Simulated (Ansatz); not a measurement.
`CB1[SiH2][SiH2]1` + H₂S → `SB1[SiH2][SiH2]1` + CH₄  (ligand exchange at a B–C bond)

Calculated with Ansatz (gas phase, PBE0-D4/def2-TZVP geometries, no zero-point term in ΔE). CCSD(T)/CBS is the MP2 limit (def2-TZVPP, def2-QZVPP) plus CCSD(T) − MP2 in def2-TZVPP, frozen cores. This one scheme is used for every species. One conformer a species, not always the lowest.

```
           species  CCSD(T)/CBS(def2) energy (Eh)
`CB1[SiH2][SiH2]1`                     -645.14349
               H₂S                     -398.97279
`SB1[SiH2][SiH2]1`                    -1003.68756
               CH₄                      -40.46206
```

Work out ΔE.

ΔE = (-1003.68756) + (-40.46206) − (-645.14349) − (-398.97279) = -0.03334 Eh = -87.5 kJ/mol.

What do rigid-rotor, harmonic-oscillator terms from PBE0-D4/def2-TZVP frequencies (298.15 K, 1 bar) make of the CCSD(T)/CBS value? (Estimate.)

Computed: ΔZPE = +8.4 kJ/mol, ΔH = -80.1 kJ/mol, ΔS = -21 J/(mol·K), ΔG = -73.9 kJ/mol.

Largest T1 diagnostic among the species: 0.018.

In def2-TZVPP, CCSD(T) changes the Hartree–Fock value by +8.0 kJ/mol (the triples alone add −0.2 kJ/mol) and MP2 by +6.1 kJ/mol. Leaving LDA and LC-ωPBE aside and taking each functional with its dispersion term where it has one, the values, not all of them listed here, spread over 11.1 kJ/mol, from r2SCAN-D4 to ωB97M-V. LDA lies +3.7 kJ/mol from PBE without D4.
